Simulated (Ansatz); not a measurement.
Computed with B3LYP-D3(BJ)/def2-SVP run with Ansatz (a program for electronic structure). No frequencies were computed at this level.

Ansatz 0.2 input:
```yaml
crystal:
  periodic: [false, false, false]
  atoms:
    - { symbol: Al, position_ang: [0.118978, -0.034269, 0.01113] }
    - { symbol: H, position_ang: [0.719211, 0.931098, -1.072119] }
    - { symbol: H, position_ang: [0.306149, 0.34049, 1.524423] }
    - { symbol: H, position_ang: [-0.059999, -1.548983, -0.361826] }
    - { symbol: N, position_ang: [-1.845993, 0.530509, -0.172996] }
    - { symbol: H, position_ang: [-2.179607, 0.365801, -1.120414] }
    - { symbol: H, position_ang: [-1.956163, 1.520501, 0.036373] }
    - { symbol: H, position_ang: [-2.433216, 0.001559, 0.468433] }
basis:
  gaussian: { orbitals: def2-svp }
hamiltonian:
  xc: b3lyp
  dispersion: d3bj
relax:
  max_steps: 150
```

Output:

```
Functional definition: B3LYP
659 factors; integrals over basis functions are off by at most 3.4e-4 eV
mean field evaluation 1: about -8178.2633 eV, gradient 4.5e1 eV
mean field evaluation 2: about -8175.4257 eV, gradient 5.8e1 eV
mean field evaluation 4: about -8182.5765 eV, gradient 2.6e-1 eV
mean field evaluation 8: about -8182.5760 eV, gradient 1.3e-2 eV
mean field -8182.57604932 eV, -300.7041234633 hartree, gradient 1.1e-5 eV, S^2 0.000000; 0 other end points of the search recorded, 0 dependent functions left out
reference -8182.57628458 eV, -300.7041321088 hartree; 13, 13 occupied and 49, 49 virtual orbitals, 659 factors
relax step   1: F+E_penalty+E_count = -8182.76299710 eV  Δ(F+E_penalty+E_count) = +0.000e0 eV  max|allowed force component| = 4.446e-1 eV/Å  Δτ_max = 0.0000 Å  (20 SCF iters, accepted)
these checks for a lower state are left out or cut short: starts, cluster_reference, orbital_swaps, neighbouring_geometries, increment
659 factors; integrals over basis functions are off by at most 3.4e-4 eV
mean field evaluation 16: about -8182.6097 eV, gradient 1.9e-2 eV
mean field -8182.60966690 eV, -300.7053588864 hartree, gradient 1.3e-5 eV, S^2 0.000000; 0 other end points of the search recorded, 0 dependent functions left out
reference -8182.60990390 eV, -300.7053675961 hartree; 13, 13 occupied and 49, 49 virtual orbitals, 659 factors
relax step   2: F+E_penalty+E_count = -8182.79378444 eV  Δ(F+E_penalty+E_count) = -3.079e-2 eV  max|allowed force component| = 1.897e-1 eV/Å  Δτ_max = 0.0598 Å  (21 SCF iters, accepted)
these checks for a lower state are left out or cut short: starts, cluster_reference, orbital_swaps, neighbouring_geometries, increment
659 factors; integrals over basis functions are off by at most 3.5e-4 eV
mean field -8182.61305948 eV, -300.7054835616 hartree, gradient 2.9e-5 eV, S^2 0.000000; 0 other end points of the search recorded, 0 dependent functions left out
reference -8182.61329685 eV, -300.7054922848 hartree; 13, 13 occupied and 49, 49 virtual orbitals, 659 factors
relax step   3: F+E_penalty+E_count = -8182.79731600 eV  Δ(F+E_penalty+E_count) = -3.532e-3 eV  max|allowed force component| = 5.566e-2 eV/Å  Δτ_max = 0.0160 Å  (21 SCF iters, accepted)
these checks for a lower state are left out or cut short: starts, cluster_reference, orbital_swaps, neighbouring_geometries, increment
659 factors; integrals over basis functions are off by at most 3.5e-4 eV
mean field -8182.61358231 eV, -300.7055027752 hartree, gradient 8.3e-5 eV, S^2 0.000000; 0 other end points of the search recorded, 0 dependent functions left out
reference -8182.61381988 eV, -300.7055115056 hartree; 13, 13 occupied and 49, 49 virtual orbitals, 659 factors
relax step   4: F+E_penalty+E_count = -8182.79763959 eV  Δ(F+E_penalty+E_count) = -3.236e-4 eV  max|allowed force component| = 1.219e-2 eV/Å  Δτ_max = 0.0045 Å  (16 SCF iters, accepted)
these checks for a lower state are left out or cut short: starts, cluster_reference, orbital_swaps, neighbouring_geometries, increment
659 factors; integrals over basis functions are off by at most 3.5e-4 eV
mean field -8182.61369963 eV, -300.7055070867 hartree, gradient 2.5e-5 eV, S^2 0.000000; 0 other end points of the search recorded, 0 dependent functions left out
reference -8182.61393727 eV, -300.7055158198 hartree; 13, 13 occupied and 49, 49 virtual orbitals, 659 factors
relax step   5: F+E_penalty+E_count = -8182.79767520 eV  Δ(F+E_penalty+E_count) = -3.561e-5 eV  max|allowed force component| = 5.014e-4 eV/Å  Δτ_max = 0.0019 Å  (16 SCF iters, accepted)
659 factors; integrals over basis functions are off by at most 3.5e-4 eV
mean field evaluation 32: about -8182.6143 eV, gradient 1.7e-2 eV
mean field -8182.61369963 eV, -300.7055070867 hartree, gradient 2.5e-5 eV, S^2 0.000000; 1 other end points of the search recorded, 0 dependent functions left out
reference -8182.61393727 eV, -300.7055158198 hartree; 13, 13 occupied and 49, 49 virtual orbitals, 659 factors
Total energy: -8182.79791284 eV, -300.7122767971 hartree
Atom 0 at     0.124638    -0.035818     0.011680 Å, force     0.000501    -0.000144     0.000049 eV/Å
Atom 1 at     0.772416     0.934771    -1.085612 Å, force     0.000070    -0.000018     0.000037 eV/Å
Atom 2 at     0.352362     0.333780     1.553511 Å, force     0.000073    -0.000046     0.000001 eV/Å
Atom 3 at    -0.019654    -1.586138    -0.364334 Å, force     0.000084    -0.000007    -0.000013 eV/Å
Atom 4 at    -1.870102     0.537433    -0.175256 Å, force    -0.000220     0.000069    -0.000021 eV/Å
Atom 5 at    -2.220267     0.376979    -1.123186 Å, force    -0.000184     0.000022     0.000025 eV/Å
Atom 6 at    -1.996715     1.531458     0.031665 Å, force    -0.000177     0.000023    -0.000059 eV/Å
Atom 7 at    -2.473317     0.014240     0.464536 Å, force    -0.000148     0.000101    -0.000018 eV/Å
Dipole moment:    -1.136491     0.326609    -0.106509 e Å
```

Cost: about 8 core-seconds (a rough figure).
